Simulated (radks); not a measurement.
Values are calculated unless marked as measured or tabulated.
Ionisation of Nb3+, [Kr] 4d2, to Nb4+, [Kr] 4d1, under several functionals. Dirac Kohn-Sham, spin-unpolarised, spherical densities, finite nucleus; open shells are shared between the two j in proportion to 2j + 1; a radial shooting solver on a logarithmic mesh with Libxc functionals.

[
 {"functional": "AM05", "E(Nb3+) (hartree)": "-3814.52038", "Exc (hartree)": "-114.07656", "IE (eV)": "36.853", "-e(HOMO) (eV)": "30.451", "<r> HOMO (bohr)": "1.711", "IE error (eV)": "-0.758"},
 {"functional": "LDA (Slater exchange, Perdew-Wang correlation)", "E(Nb3+) (hartree)": "-3814.30062", "Exc (hartree)": "-113.84589", "IE (eV)": "37.086", "-e(HOMO) (eV)": "30.693", "<r> HOMO (bohr)": "1.718", "IE error (eV)": "-0.525"},
 {"functional": "HCTH/407", "E(Nb3+) (hartree)": "-3820.86103", "Exc (hartree)": "-120.62467", "IE (eV)": "37.325", "-e(HOMO) (eV)": "30.876", "<r> HOMO (bohr)": "1.704", "IE error (eV)": "-0.286"},
 {"functional": "exchange-only B88", "E(Nb3+) (hartree)": "-3816.99861", "Exc (hartree)": "-116.58654", "IE (eV)": "35.762", "-e(HOMO) (eV)": "29.401", "<r> HOMO (bohr)": "1.735", "IE error (eV)": "-1.849"},
 {"functional": "exchange-only PBE", "E(Nb3+) (hartree)": "-3816.44491", "Exc (hartree)": "-116.01836", "IE (eV)": "35.809", "-e(HOMO) (eV)": "29.449", "<r> HOMO (bohr)": "1.744", "IE error (eV)": "-1.802"},
 {"functional": "PW91", "E(Nb3+) (hartree)": "-3819.06938", "Exc (hartree)": "-118.68908", "IE (eV)": "36.974", "-e(HOMO) (eV)": "30.563", "<r> HOMO (bohr)": "1.719", "IE error (eV)": "-0.637"},
 {"functional": "Wu-Cohen GGA", "E(Nb3+) (hartree)": "-3817.78390", "Exc (hartree)": "-117.38679", "IE (eV)": "36.871", "-e(HOMO) (eV)": "30.466", "<r> HOMO (bohr)": "1.713", "IE error (eV)": "-0.740"}
]

NIST Atomic Spectra Database: 37.61 eV (measured). Closest: HCTH/407. The Delta-SCF values span 1.56 eV, the total energies 6.56 hartree. The highest occupied level is 4d5/2. Spin polarisation and multiplet splitting are left out, so open shells lie too high by an amount that depends on their filling. Sharing an open shell by 2j + 1 raises it above the true ground level by a part of the spin-orbit splitting, which enters the differences from NIST.

Beside tabulated values, note that spin-unpolarised runs miss the spin-polarisation part of the exchange energy of open shells.
